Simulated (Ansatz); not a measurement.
`C[SiH2]OCF` → `COCF` + `[SiH2]` at 298.15 K and 1 bar (silylene formation by 1,1-elimination).

Computed with Ansatz on PBE0-D4/def2-TZVP structures; ΔE is electronic, products minus reactants. CCSD(T)/CBS adds triple-zeta CCSD(T) − MP2 to the extrapolated MP2 energy (def2 sets, frozen cores). This one scheme is used for every species. One conformer a species, not always the lowest.

```
     species  CCSD(T)/CBS energy (Eh)  H − E (kJ/mol)  S (J/(mol·K))
`C[SiH2]OCF`               -544.40364           256.4          352.2
      `COCF`               -254.05716           207.7          290.8
    `[SiH2]`               -290.19011            40.6          207.5
```

H − E and S are ideal-gas, rigid-rotor, harmonic terms from PBE0-D4/def2-TZVP, for one conformer and one mirror image of each species. 1 Eh = 2625.50 kJ/mol, R = 8.31446 J/(mol·K).

Problem. By hand: ΔE, ΔH, ΔS and ΔG.

Solution. ΔE = (-254.05716) + (-290.19011) − (-544.40364) = 0.15637 Eh = 410.5 kJ/mol. Δ(H − E) = 207.7 + 40.6 − 256.4 = -8.1, so ΔH = 402.4 kJ/mol. ΔS = 290.8 + 207.5 − 352.2 = 146.1 J/(mol·K). ΔG = 402.4 − 298.15 × (146.1)/1000 = 358.8 kJ/mol.

Problem. By hand: the equilibrium constant, and the temperature at which ΔG would vanish if ΔH and ΔS stayed fixed.

Solution. log₁₀ K = −ΔG/(RT ln 10) = -62.9. ΔG = 0 at ΔH/ΔS = 2754 K, far beyond where these terms or the molecules hold.

The number of gas molecules changes by +1, which sets the sign of ΔS. A doubt of 5 kJ/mol in ΔE shifts log₁₀ K by 0.9 here. Other conformers and mirror images would add mixing entropy, several J/(mol·K) or more a flexible species. Modes under 60 cm⁻¹, often nearly free rotors, make the harmonic entropy too high. These are equilibria of isolated gas molecules and say nothing of rates. Largest T1 diagnostic: 0.014 (customary marks: 0.02 for closed shells, 0.045 for open ones).
